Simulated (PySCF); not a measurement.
C₃H₈GeSi, SMILES CC1=[CH][GeH2][SiH2]1. Geometry optimised at PBE-D3(BJ)/def2-SVP. The structure was generated by enumeration, and PubChem lists no compound with its InChIKey, so it may never have been made.

Level of theory: PBE-D3(BJ)/def2-SVP (PySCF).

Harmonic wavenumbers (cm⁻¹): 116, 168, 261, 281, 325, 357, 381, 506, 565, 571, 589, 637, 679, 717, 828, 845, 909, 954, 997, 1072, 1188, 1329, 1393, 1395, 1560, 2053, 2062, 2131, 2141, 2952, 3030, 3045, 3051. Rotational constants (GHz): 4.744, 1.669, 1.283; symmetry number 1.

**Question.** Work out the zero-point energy and the ideal-gas rigid-rotor harmonic-oscillator thermochemistry at 298.15 K and 1 atm.

**Answer.** ZPE = ½ Σ hcν = ½ × 39091 cm⁻¹ = 55.88 kcal/mol. H − E(el) = 61.24 kcal/mol. Entropy in cal/(mol K): translation 40.82, rotation 27.85, vibration 16.28, total 84.95. G − E(el) = 35.91 kcal/mol. Cp = 30.47 cal/(mol K). Modes under 150 cm⁻¹ make the vibrational entropy uncertain.
